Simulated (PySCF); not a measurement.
C (SMILES [C-]), charge -1, quartet; HF/def2-TZVP (PySCF).

The PySCF input:
```python
from pyscf import gto, scf

mol = gto.Mole()
mol.atom = '''
    C     0.00000000    0.00000000    0.00000000
'''
mol.basis = 'def2-tzvp'
mol.charge = -1
mol.spin = 3
mol.verbose = 4
mol.build()

mf = scf.UHF(mol)
mf.kernel()
mf.analyze()
```

The log (banner, timings and long lists left out):

```
PySCF version 2.14.0

[INPUT] verbose = 4
[INPUT] num. atoms = 1
[INPUT] num. electrons = 7
[INPUT] charge = -1
[INPUT] spin (= nelec alpha-beta = 2S) = 3
[INPUT] symmetry False subgroup None
[INPUT] Mole.unit = angstrom
[INPUT] Symbol           X                Y                Z      unit          X                Y                Z       unit  Magmom
[INPUT]  1 C      0.000000000000   0.000000000000   0.000000000000 AA    0.000000000000   0.000000000000   0.000000000000 Bohr   0.0

nuclear repulsion = 0
number of shells = 11
number of NR pGTOs = 46
number of NR cGTOs = 31
basis = def2-tzvp
ecp = {}

******** <class 'pyscf.scf.uhf.UHF'> ********
method = UHF
initial guess = minao
damping factor = 0
level_shift factor = 0
DIIS = <class 'pyscf.scf.diis.CDIIS'>
diis_start_cycle = 1
diis_space = 8
diis_damp = 0
SCF conv_tol = 1e-09
SCF conv_tol_grad = None
SCF max_cycles = 50
direct_scf = True
direct_scf_tol = 1e-13
number electrons alpha = 5  beta = 2
Set gradient conv threshold to 3.16228e-05
init E= -37.2852691175423

cycle= 1 E= -37.692592739906  delta_E= -0.407  |g|= 0.0788  |ddm|= 0.733
cycle= 2 E= -37.7008392782954  delta_E= -0.00825  |g|= 0.0339  |ddm|= 0.186
cycle= 3 E= -37.7031435327037  delta_E= -0.0023  |g|= 0.0109  |ddm|= 0.116
cycle= 4 E= -37.7034163233233  delta_E= -0.000273  |g|= 0.00388  |ddm|= 0.04
cycle= 5 E= -37.7034488990759  delta_E= -3.26e-05  |g|= 0.000555  |ddm|= 0.0185
cycle= 6 E= -37.703449180133  delta_E= -2.81e-07  |g|= 5.66e-05  |ddm|= 0.0014
cycle= 7 E= -37.7034491824724  delta_E= -2.34e-09  |g|= 3.52e-06  |ddm|= 0.000157
cycle= 8 E= -37.7034491824972  delta_E= -2.48e-11  |g|= 3.5e-07  |ddm|= 2.05e-05
Extra cycle  E= -37.7034491824974  delta_E= -1.85e-13  |g|= 1.47e-07  |ddm|= 1.36e-06
converged SCF energy = -37.7034491824974  <S^2> = 3.7567914  2S+1 = 4.0033943
**** SCF Summaries ****
Total Energy =                         -37.703449182497387
Nuclear Repulsion Energy =               0.000000000000000
One-electron Energy =                  -52.675037761987660
Two-electron Energy =                   14.971588579490271
Two-electron Coulomb Energy =           20.268438655144099
DFT Exchange-Correlation Energy =       -5.296850075653827
**** MO energy ****
                             alpha | beta                alpha | beta
MO #1   energy= -10.9448380222728  | -10.8946500155562  occ= 1 | 1
MO #2   energy= -0.508232356842139 | -0.188900100197138 occ= 1 | 1
MO #3   energy= -0.0650800102553558 | 0.403394690134692  occ= 1 | 0
MO #4   energy= -0.065080010255349 | 0.403394690134693  occ= 1 | 0
MO #5   energy= -0.0650800102553305 | 0.403394690134738  occ= 1 | 0
MO #6   energy= 0.48817868129635   | 0.548528559608396  occ= 0 | 0
MO #7   energy= 0.60093370399527   | 0.766278572448236  occ= 0 | 0
MO #8   energy= 0.600933703995299  | 0.766278572448249  occ= 0 | 0
MO #9   energy= 0.600933703995304  | 0.766278572448253  occ= 0 | 0
MO #10  energy= 1.13478308600985   | 1.25721278010271   occ= 0 | 0
MO #11  energy= 1.13478308600986   | 1.25721278010274   occ= 0 | 0
MO #12  energy= 1.13478308600986   | 1.25721278010276   occ= 0 | 0
MO #13  energy= 1.13478308600988   | 1.25721278010277   occ= 0 | 0

To work with the spin densities directly, `use mulliken_meta_spin()` only printing them here.

 ** Mulliken spin pop alpha/beta on meta-lowdin orthogonal AOs **
 ** Mulliken Spin Density (per AO)  **
spin_pop of  0 C 1s       -0.00001
spin_pop of  0 C 2s        0.01822
spin_pop of  0 C 3s       -0.01723
spin_pop of  0 C 4s       -0.00098
spin_pop of  0 C 5s       -0.00000
spin_pop of  0 C 2px       0.95751
spin_pop of  0 C 2py       0.95751
spin_pop of  0 C 2pz       0.95751
spin_pop of  0 C 3px       0.03835
spin_pop of  0 C 3py       0.03835
spin_pop of  0 C 3pz       0.03835
spin_pop of  0 C 4px       0.00415
spin_pop of  0 C 4py       0.00415
spin_pop of  0 C 4pz       0.00415
spin_pop of  0 C 3dxy      0.00000
spin_pop of  0 C 3dyz      0.00000
spin_pop of  0 C 3dz^2     0.00000
spin_pop of  0 C 3dxz      0.00000
spin_pop of  0 C 3dx2-y2    0.00000
spin_pop of  0 C 4dxy      0.00000
spin_pop of  0 C 4dyz      0.00000
spin_pop of  0 C 4dz^2     0.00000
spin_pop of  0 C 4dxz      0.00000
spin_pop of  0 C 4dx2-y2    0.00000
spin_pop of  0 C 4f-3      0.00000
spin_pop of  0 C 4f-2      0.00000
spin_pop of  0 C 4f-1      0.00000
spin_pop of  0 C 4f+0      0.00000
spin_pop of  0 C 4f+1      0.00000
spin_pop of  0 C 4f+2      0.00000
spin_pop of  0 C 4f+3      0.00000
 ** Mulliken Spin Density (per atom)  **
spin density of  0 C =      3.00000
 ** Mulliken pop alpha/beta on meta-lowdin orthogonal AOs **
 ** Mulliken pop       alpha | beta **
pop of  0 C 1s        0.99999 | 1.00000
pop of  0 C 2s        0.99484 | 0.97662
pop of  0 C 3s        0.00511 | 0.02234
pop of  0 C 4s        0.00006 | 0.00104
pop of  0 C 5s        0.00000 | 0.00000
pop of  0 C 2px       0.95751 | 0.00000
pop of  0 C 2py       0.95751 | 0.00000
pop of  0 C 2pz       0.95751 | 0.00000
pop of  0 C 3px       0.03835 | 0.00000
pop of  0 C 3py       0.03835 | 0.00000
pop of  0 C 3pz       0.03835 | 0.00000
pop of  0 C 4px       0.00415 | 0.00000
pop of  0 C 4py       0.00415 | 0.00000
pop of  0 C 4pz       0.00415 | 0.00000
pop of  0 C 3dxy      0.00000 | 0.00000
pop of  0 C 3dyz      0.00000 | 0.00000
pop of  0 C 3dz^2     0.00000 | 0.00000
pop of  0 C 3dxz      0.00000 | 0.00000
pop of  0 C 3dx2-y2    0.00000 | 0.00000
pop of  0 C 4dxy      0.00000 | 0.00000
pop of  0 C 4dyz      0.00000 | 0.00000
pop of  0 C 4dz^2     0.00000 | 0.00000
pop of  0 C 4dxz      0.00000 | 0.00000
pop of  0 C 4dx2-y2    0.00000 | 0.00000
pop of  0 C 4f-3      0.00000 | 0.00000
pop of  0 C 4f-2      0.00000 | 0.00000
pop of  0 C 4f-1      0.00000 | 0.00000
pop of  0 C 4f+0      0.00000 | 0.00000
pop of  0 C 4f+1      0.00000 | 0.00000
pop of  0 C 4f+2      0.00000 | 0.00000
pop of  0 C 4f+3      0.00000 | 0.00000
In total             5.00000 | 2.00000
 ** Mulliken atomic charges   ( Nelec_alpha | Nelec_beta ) **
charge of  0C =     -1.00000  (     5.00000      2.00000 )

WARN: System has nonzero charge -1; the dipole moment is origin-dependent.
Location of origin: [0. 0. 0.]

Dipole moment(X, Y, Z, Debye): -0.00000, -0.00000,  0.00000
```
